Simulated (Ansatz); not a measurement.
Z-matrix (Å, degrees):
```
Si
Ge 1 2.391
N 1 1.729 2 107.0
H 1 1.489 2 110.2 3 115.6
H 1 1.498 2 110.6 3 -126.6
N 2 1.855 1 113.2 3 -60.6
H 2 1.544 1 110.1 3 57.9
H 2 1.541 1 112.1 3 179.2
H 3 1.008 1 119.2 2 162.9
H 3 1.008 1 119.0 2 -57.4
H 6 1.012 2 112.1 1 -70.2
H 6 1.013 2 112.1 1 50.4
```

The species carries charge 0 and has multiplicity 1.

**Question.** List the r2SCAN/def2-TZVPP orbital energies in eV (Ansatz 0.2.0). (Estimate.)

**Answer.** Ansatz gave: Occupied: -10833.91, -1791.03, -1349.01, -1199.05, -1199.05, -1199.05, -384.94, -384.69, -167.20, -141.44, -116.90, -116.89, -116.87, -96.31, -96.30, -96.28, -30.24, -30.19, -30.14, -30.12, -30.12, -22.30, -21.72, -14.33, -12.98, -12.56, -11.92, -10.15, -9.18, -8.80, -8.32, -7.76, -6.50, -5.70. Lowest empty: -0.49, -0.20, 0.60, 1.46, 1.53, 1.68, 2.10, 2.51.
